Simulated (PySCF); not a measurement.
B2Cl3, SMILES Cl[B]B(Cl)Cl, multiplicity 2.

Geometry: PBE-D3(BJ)/def2-SVP. The isomer is the one that the SMILES or the coordinates give; other isomers of the formula were not compared. One conformer was computed; it need not be the lowest.

These are PySCF with PBE-D3(BJ)/def2-SVP values and carry that method's errors.

Frequencies are harmonic and unscaled.

Q: Give all harmonic wavenumbers and intensities. (An estimate is asked for; the answer gives what the named calculation found.)

A: 
```tsv
mode	ν (cm⁻¹)	IR (km/mol)	moving atoms (share of kinetic energy)
1	50	0.0	Cl 90 %, B 10 %
2	118	0.2	B 85 %, Cl 15 %
3	204	0.6	Cl 91 %, B 9 %
4	345	0.6	B 94 %
5	390	0.0	Cl 97 %
6	393	5.3	B 87 %, Cl 13 %
7	805	230.4	B 76 %, Cl 24 %
8	887	188.3	B 83 %, Cl 17 %
9	1355	32.4	B 95 %
```
